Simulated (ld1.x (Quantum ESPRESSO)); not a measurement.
**LDA (PZ) TM dataset for Ga (Z = 31), scalar-relativistic all-electron reference.**

The input file (ld1.x (Quantum ESPRESSO) 7.5):

```
&input
   title='Ga', zed=31., rel=1, dft='PZ', iswitch=3,
   config='[Ar] 3d10 4s2 4p1',
   nld=2, rlderiv=2.65, eminld=-3.0, emaxld=5.0, deld=0.02
 /
 &inputp
   pseudotype=2, tm=.true., lloc=-1, rcloc=1.50,
   nlcc=.false.,
   file_pseudopw='Ga.UPF', file_wfcaegen='ae.wfc', file_wfcncgen='nc.wfc', file_beta='beta', file_chi='chi'
 /
2
4S  1  0   2.00   0.00  1.85  1.85  0.0
4P  2  1   1.00   0.00  2.45  2.45  0.0
 &test
   configts(1)='4s2 4p1'
 /
```

Command:

```bash
ld1.x < Ga.in > Ga.out
```

Resulting log (shortened: banner, matrices, multipoles, cross overlaps and the repeated all-electron block are left out):

```
Program LD1 v.7.5
     --------------------------- All-electron run ----------------------------

     Ga
     scalar relativistic calculation

     atomic number is 31.00
     dft =PZ   lsd =0 sic =0 latt =0  beta=0.20 tr2=1.0E-14
     Exchange-correlation= PZ
                           (   1   1   0   0   0   0   0)
     mesh =1205 r(mesh) = 101.09016 a.u. xmin = -7.00 dx = 0.01250
     1 Ry =  13.60569312 eV, c = 137.03599908

     n l     nl                  e(Ry)          e(Ha)          e(eV)
     1 0     1S 1( 2.00)      -750.4721      -375.2360    -10210.6928
     2 0     2S 1( 2.00)       -92.6130       -46.3065     -1260.0647
     2 1     2P 1( 6.00)       -80.7173       -40.3586     -1098.2145
     3 0     3S 1( 2.00)       -10.8359        -5.4179      -147.4293
     3 1     3P 1( 6.00)        -7.2509        -3.6254       -98.6531
     3 2     3D 1(10.00)        -1.4259        -0.7130       -19.4009
     4 0     4S 1( 2.00)        -0.6743        -0.3372        -9.1745
     4 1     4P 1( 1.00)        -0.2012        -0.1006        -2.7381

     final scf error:  4.2E-15 reached in  29 iterations

     Etot =   -3882.236433 Ry,   -1941.118217 Ha,  -52820.517539 eV

     Ekin =    3946.721748 Ry,    1973.360874 Ha,   53697.884951 eV
     Encl =   -9361.643666 Ry,   -4680.821833 Ha, -127371.650844 eV
     Eh   =    1677.889087 Ry,     838.944544 Ha,   22828.844013 eV
     Exc  =    -145.203603 Ry,     -72.601801 Ha,   -1975.595657 eV

     normalization and overlap integrals

     s(1S/1S) =  1.000000  <r> =   0.0487  <r2> =    0.0032  r(max) =   0.0319
     s(2S/2S) =  1.000000  <r> =   0.2182  <r2> =    0.0562  r(max) =   0.1833
     s(2P/2P) =  1.000000  <r> =   0.1909  <r2> =    0.0447  r(max) =   0.1464
     s(3S/3S) =  1.000000  <r> =   0.6531  <r2> =    0.4929  r(max) =   0.5647
     s(3P/3P) =  1.000000  <r> =   0.6799  <r2> =    0.5459  r(max) =   0.5647
     s(3D/3D) =  1.000000  <r> =   0.8112  <r2> =    0.8646  r(max) =   0.5305
     s(4S/4S) =  1.000000  <r> =   2.3304  <r2> =    6.3255  r(max) =   1.8748
     s(4P/4P) =  1.000000  <r> =   3.3736  <r2> =   13.7367  r(max) =   2.5307

     ------------------------ End of All-electron run ------------------------

     --------------------- Generating NC pseudopotential ---------------------

      Generating local potential from pseudized AE potential:
      Matching radius rcloc =   1.5000

      Local pseudo, rcloc= 1.516 Estimated cut-off energy=    10.70 Ry

      Wfc   4S  rcut= 1.852  Using Troullier-Martins method

      Wfc   4P  rcut= 2.438  Using Troullier-Martins method

     ------------------- End of pseudopotential generation -------------------

     Computing logarithmic derivative in   2.64397
     Computing logarithmic derivative in   2.64397
     Computing the partial wave expansion
     R is outside the sphere for l=    0 j= 0.00
     R is outside the sphere for l=    1 j= 0.00

     ---------------------- Testing the pseudopotential ----------------------

     Ga
     scalar relativistic calculation

     atomic number is 31.00   valence charge is  3.00
     dft =PZ   lsd =0 sic =0 latt =0  beta=0.20 tr2=1.0E-14
     mesh =1205 r(mesh) = 101.09016 xmin = -7.00 dx = 0.01250

     n l     nl             e AE (Ry)        e PS (Ry)    De AE-PS (Ry)
     1 0     4S   1( 2.00)       -0.67431       -0.67431        0.00000
     2 1     4P   1( 1.00)       -0.20125       -0.20125        0.00000

     eps = 2.4E-16  iter =  4

     Etot =   -3882.236433 Ry,   -1941.118217 Ha,  -52820.517539 eV
     Etotps =    -4.249287 Ry,      -2.124644 Ha,     -57.814496 eV

     Ekin =       1.474824 Ry,       0.737412 Ha,      20.066004 eV
     Encl =      -8.852799 Ry,      -4.426399 Ha,    -120.448462 eV
     Ehrt =       3.075614 Ry,       1.537807 Ha,      41.845860 eV
     Ecxc =      -1.246038 Ry,      -0.623019 Ha,     -16.953208 eV
     Epseu=       1.299111 Ry,       0.649556 Ha,      17.675309 eV

     ---------------------- End of pseudopotential test ----------------------
```

Generation and configuration tests took about 1.4 s on one core of a shared server CPU.

Transferability test of the new file with ld1.x, input:

```
&input
   title='Ga', zed=31., rel=1, dft='PZ', iswitch=2,
   config='[Ar] 3d10 4s2 4p1'
 /
 &test
   file_pseudo='Ga.UPF', nconf=10,
   configts(1)='4s2 4p1',
   configts(2)='4s2 4p0',
   configts(3)='4s1 4p0',
   configts(4)='4s2 4p0.5',
   configts(5)='4s1 4p2',
   configts(6)='4s0 4p3',
   configts(7)='4s2 4p1.3',
   configts(8)='4s1 4p1',
   configts(9)='4s2 4p1', lsdts(9)=1,
   configts(10)='4s1 4p0', lsdts(10)=1
 /
```

```bash
ld1.x < Ga.test.in > Ga.test.out
```

Pseudopotential blocks of its output, shortened (energy terms left out):

```
     ---------------------- Testing the pseudopotential ----------------------

     n l     nl             e AE (Ry)        e PS (Ry)    De AE-PS (Ry)
     1 0     4S   1( 2.00)       -0.67431       -0.67431        0.00000
     2 1     4P   1( 1.00)       -0.20125       -0.20125       -0.00000

     eps = 8.1E-15  iter =  3

     Etot =   -3882.236433 Ry,   -1941.118217 Ha,  -52820.517539 eV
     Etotps =    -4.249286 Ry,      -2.124643 Ha,     -57.814486 eV

     ---------------------- End of pseudopotential test ----------------------

          ---------------------- Testing the pseudopotential ----------------------

     n l     nl             e AE (Ry)        e PS (Ry)    De AE-PS (Ry)
     1 0     4S   1( 2.00)       -1.22440       -1.22223       -0.00217
     2 1     4P   1( 0.00)       -0.68392       -0.68163       -0.00229

     eps = 8.1E-17  iter =  7

     Etot =   -3881.803644 Ry,   -1940.901822 Ha,  -52814.629149 eV
     Etotps =    -3.817266 Ry,      -1.908633 Ha,     -51.936550 eV
     dEtot_ae =       0.432789 Ry
     dEtot_ps =       0.432020 Ry,   Delta E=       0.000768 Ry

     ---------------------- End of pseudopotential test ----------------------

          ---------------------- Testing the pseudopotential ----------------------

     n l     nl             e AE (Ry)        e PS (Ry)    De AE-PS (Ry)
     1 0     4S   1( 1.00)       -1.94604       -1.92352       -0.02252  !
     2 1     4P   1( 0.00)       -1.32582       -1.30957       -0.01626  !

     eps = 6.4E-16  iter =  7

     Etot =   -3880.223214 Ry,   -1940.111607 Ha,  -52793.126303 eV
     Etotps =    -2.246355 Ry,      -1.123178 Ha,     -30.563221 eV
     dEtot_ae =       2.013219 Ry
     dEtot_ps =       2.002931 Ry,   Delta E=       0.010288 Ry

     ---------------------- End of pseudopotential test ----------------------

          ---------------------- Testing the pseudopotential ----------------------

     n l     nl             e AE (Ry)        e PS (Ry)    De AE-PS (Ry)
     1 0     4S   1( 2.00)       -0.93361       -0.93303       -0.00057
     2 1     4P   1( 0.50)       -0.42800       -0.42734       -0.00067

     eps = 8.9E-16  iter =  7

     Etot =   -3882.080586 Ry,   -1941.040293 Ha,  -52818.397136 eV
     Etotps =    -4.093561 Ry,      -2.046781 Ha,     -55.695737 eV
     dEtot_ae =       0.155847 Ry
     dEtot_ps =       0.155725 Ry,   Delta E=       0.000121 Ry

     ---------------------- End of pseudopotential test ----------------------

          ---------------------- Testing the pseudopotential ----------------------

     n l     nl             e AE (Ry)        e PS (Ry)    De AE-PS (Ry)
     1 0     4S   1( 1.00)       -0.75559       -0.75283       -0.00276
     2 1     4P   1( 2.00)       -0.25722       -0.25721       -0.00001

     eps = 3.3E-15  iter =  9

     Etot =   -3881.750424 Ry,   -1940.875212 Ha,  -52813.905050 eV
     Etotps =    -3.764496 Ry,      -1.882248 Ha,     -51.218579 eV
     dEtot_ae =       0.486009 Ry
     dEtot_ps =       0.484790 Ry,   Delta E=       0.001219 Ry

     ---------------------- End of pseudopotential test ----------------------

          ---------------------- Testing the pseudopotential ----------------------

     n l     nl             e AE (Ry)        e PS (Ry)    De AE-PS (Ry)
     1 0     4S   1( 0.00)       -0.82530       -0.81752       -0.00778  !
     2 1     4P   1( 3.00)       -0.30515       -0.30456       -0.00059

     eps = 9.3E-15  iter =  7

     Etot =   -3881.240954 Ry,   -1940.620477 Ha,  -52806.973355 eV
     Etotps =    -3.259768 Ry,      -1.629884 Ha,     -44.351404 eV
     dEtot_ae =       0.995479 Ry
     dEtot_ps =       0.989518 Ry,   Delta E=       0.005961 Ry

     ---------------------- End of pseudopotential test ----------------------

          ---------------------- Testing the pseudopotential ----------------------

     n l     nl             e AE (Ry)        e PS (Ry)    De AE-PS (Ry)
     1 0     4S   1( 2.00)       -0.54028       -0.54033        0.00005
     2 1     4P   1( 1.30)       -0.08481       -0.08493        0.00013

     eps = 1.4E-16  iter = 11

     Etot =   -3882.278890 Ry,   -1941.139445 Ha,  -52821.095197 eV
     Etotps =    -4.291771 Ry,      -2.145885 Ha,     -58.392517 eV
     dEtot_ae =      -0.042457 Ry
     dEtot_ps =      -0.042484 Ry,   Delta E=       0.000027 Ry

     ---------------------- End of pseudopotential test ----------------------

          ---------------------- Testing the pseudopotential ----------------------

     n l     nl             e AE (Ry)        e PS (Ry)    De AE-PS (Ry)
     1 0     4S   1( 1.00)       -1.30483       -1.29814       -0.00669  !
     2 1     4P   1( 1.00)       -0.74971       -0.74660       -0.00310

     eps = 4.6E-15  iter =  7

     Etot =   -3881.256099 Ry,   -1940.628050 Ha,  -52807.179421 eV
     Etotps =    -3.271307 Ry,      -1.635654 Ha,     -44.508404 eV
     dEtot_ae =       0.980334 Ry
     dEtot_ps =       0.977979 Ry,   Delta E=       0.002355 Ry

     ---------------------- End of pseudopotential test ----------------------

          ---------------------- Testing the pseudopotential ----------------------

     n l     nl             e AE (Ry)        e PS (Ry)    De AE-PS (Ry)
     1 0     4S   1( 1.00)       -0.68927       -0.69304        0.00377
     2 1     4P   1( 1.00)       -0.21672       -0.21805        0.00133
     1 0     4S   2( 1.00)       -0.65009       -0.64334       -0.00675  !
     2 1     4P   2( 0.00)       -0.17653       -0.17326       -0.00327

     eps = 1.5E-15  iter = 13

     Etot =   -3882.246271 Ry,   -1941.123136 Ha,  -52820.651397 eV
     Etotps =    -4.260276 Ry,      -2.130138 Ha,     -57.964013 eV
     dEtot_ae =      -0.009838 Ry
     dEtot_ps =      -0.010990 Ry,   Delta E=       0.001152 Ry

     ---------------------- End of pseudopotential test ----------------------

          ---------------------- Testing the pseudopotential ----------------------

     n l     nl             e AE (Ry)        e PS (Ry)    De AE-PS (Ry)
     1 0     4S   1( 1.00)       -1.98413       -1.98635        0.00221
     2 1     4P   1( 0.00)       -1.36083       -1.35969       -0.00115
     1 0     4S   2( 0.00)       -1.88949       -1.69700       -0.19248  !
     2 1     4P   2( 0.00)       -1.27086       -1.13226       -0.13860  !

     eps = 4.0E-15  iter = 11

     Etot =   -3880.245818 Ry,   -1940.122909 Ha,  -52793.433843 eV
     Etotps =    -2.291909 Ry,      -1.145954 Ha,     -31.183010 eV
     dEtot_ae =       1.990615 Ry
     dEtot_ps =       1.957377 Ry,   Delta E=       0.033238 Ry

     ---------------------- End of pseudopotential test ----------------------
```
